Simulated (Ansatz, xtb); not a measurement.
## C4H5F3O: 3 structures ranked

3 gas-phase structures of C4H5F3O, from a drawn sample of its isomers (lower ones may exist). Each was relaxed with GFN2-xTB:

A. `C[C@@H]1O[C@H]1C(F)(F)F`, a singlet
B. `C[C@@H]1O[C@@H]1C(F)(F)F`, a singlet
C. `C[C@@]1(C(F)(F)F)CO1`, a singlet

Task: Which do you expect lowest at r2SCAN-D4/def2-SVP, and how would the others follow?

Result: Calculated order at r2SCAN-D4/def2-SVP: C (0.0), A (0.9), B (2.9) kcal/mol. Less than 1 kcal/mol parts C and A, so the order within that pair means little.

Energies above the lowest of each column, in kcal/mol; the last columns are at PBE-D3(BJ)/def2-SVP geometries:

```
structure  GFN2-xTB  HF/STO-3G  r2SCAN-D4/def2-SVP  PBE-D3(BJ)/def2-SVP  CCSD(T)/def2-SVP + ΔMP2/def2-TZVPP
        C       0.0        0.0                 0.0                  0.0                                 0.0
        A       0.7        0.0                 0.9                  0.4                                 0.5
        B       1.4        1.0                 2.9                  1.9                                 2.7
```

Every level run on C puts it lowest or level with the lowest. ΔMP2 is the change of the MP2 energy from the smaller to the larger basis.

Programs: Ansatz 0.2.0, xtb 6.7.1.
